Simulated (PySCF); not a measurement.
H$_{8}$LiO$_{4}$ (SMILES [OH2]->[Li+](<-[OH2])(<-[OH2])<-[OH2]), charge +1, singlet, geometry from GFN2-xTB (such geometries of metal compounds can be far from the true shape). Base run: PySCF with DF-HF/def2-SVP.

Input for PySCF:
```python
from pyscf import gto, scf

mol = gto.M(
    atom='''
Li   -0.00000000   -0.00000000    0.00000000
O     1.56474128   -0.33763891   -0.97885944
H     1.81743891    0.06481306   -1.81266588
H     2.29587622   -0.91209539   -0.74108161
O     0.45257509    0.32010193    1.79256566
H     1.15256609    0.88211730    2.13204786
H     0.05001919   -0.08104729    2.56592516
O    -0.87446830    1.50184443   -0.70735395
H    -1.37706481    1.56104858   -1.52282219
H    -0.94335988    2.36896344   -0.30187222
O    -1.14284807   -1.48430744   -0.10635227
H    -2.07137750   -1.53107049    0.13185595
H    -0.92409821   -2.35272921   -0.45138705
''',
    basis='def2-svp',
    charge=1,
    verbose=3,
)

mf = scf.RHF(mol)
mf = mf.density_fit(auxbasis='def2-universal-jkfit')
mf.kernel()
```

Variants of this job, named by their change:

```tsv
change	basis functions	E (Eh)	HOMO (eV)	HOMO-LUMO gap (eV)
base	105	-311.27175	-18.58	16.25
basis = x2c-SVPall; relativity = spin-free X2C; nucleus = Gaussian (with nucmod='G'; without mf = mf.density_fit(auxbasis='def2-universal-jkfit'))	105	-311.47673	-18.57	16.24
basis = ANO-RCC-VDZP; relativity = none (without mf = mf.density_fit(auxbasis='def2-universal-jkfit'))	110	-311.59465	-18.88	16.92
basis = x2c-SVPall; relativity = spin-free X2C (without mf = mf.density_fit(auxbasis='def2-universal-jkfit'))	105	-311.47678	-18.57	16.24
basis = ANO-RCC-VDZP; relativity = spin-free X2C; nucleus = Gaussian (with nucmod='G'; without mf = mf.density_fit(auxbasis='def2-universal-jkfit'))	110	-311.83063	-18.88	16.91
basis = x2c-TZVPall; relativity = spin-free X2C; nucleus = Gaussian (with nucmod='G'; without mf = mf.density_fit(auxbasis='def2-universal-jkfit'))	186	-311.84993	-18.66	16.57
basis = ANO-RCC-VDZP; relativity = spin-free X2C (without mf = mf.density_fit(auxbasis='def2-universal-jkfit'))	110	-311.83068	-18.88	16.91
basis = x2c-TZVPall; relativity = none (without mf = mf.density_fit(auxbasis='def2-universal-jkfit'))	186	-311.62864	-18.67	16.58
basis = x2c-SVPall; relativity = none (without mf = mf.density_fit(auxbasis='def2-universal-jkfit'))	105	-311.26508	-18.59	16.26
basis = x2c-TZVPall; relativity = spin-free X2C (without mf = mf.density_fit(auxbasis='def2-universal-jkfit'))	186	-311.84998	-18.66	16.57
```

Absolute energies of different levels of theory aren't comparable as measures of quality.

Basis sets contracted for a relativistic Hamiltonian are a mismatch without it, so the rows without relativity aren't non-relativistic limits. No row has spin-orbit coupling; sets with core potentials leave out the core electrons.
